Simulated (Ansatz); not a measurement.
Spectroscopic constants of RuH, multiplicity 4 (lowest of 2S+1 = 2, 4, 6 at CCSD(T)/def2-TZVPP on PBE0 minima; our sources give no spin for the ground state, which may be another). No spin–orbit coupling.

The constants come from a fifth-degree fit in 1/R (seven points, main isotopes). In def2 and cc sets the state is the lowest found near the PBE0 minimum, followed along R.

Correlated levels freeze the inner cores; with def2 sets outer-core shells near the valence are correlated too.

Programs: Ansatz (an electronic-structure program). Values without a source in brackets are computed. In def2 rows elements past Kr take small-core potentials, without spin–orbit coupling.

Energies at CCSD(T)/def2-TZVPP:

```tsv
R (Å)	E (hartree)
1.477801	-95.20743004
1.517527	-95.20962336
1.554074	-95.21066307
1.595389	-95.21088967
1.636704	-95.21027684
1.684375	-95.20871700
1.739991	-95.20598478
```

**Question.** With a reduced mass of 0.9980 u, find the minimum, the force constant and the constants.

**Answer.** A fifth-degree polynomial in 1/R puts the minimum at r_e = 1.5848 Å with force constant 225 N/m. Then ω_e = (1/2πc)√(k/μ) = 1955 cm⁻¹ and B_e = h/(8π²cμr_e²) = 6.726 cm⁻¹; the cubic and quartic terms give α_e = 0.20 and ω_e x_e = 36 cm⁻¹.
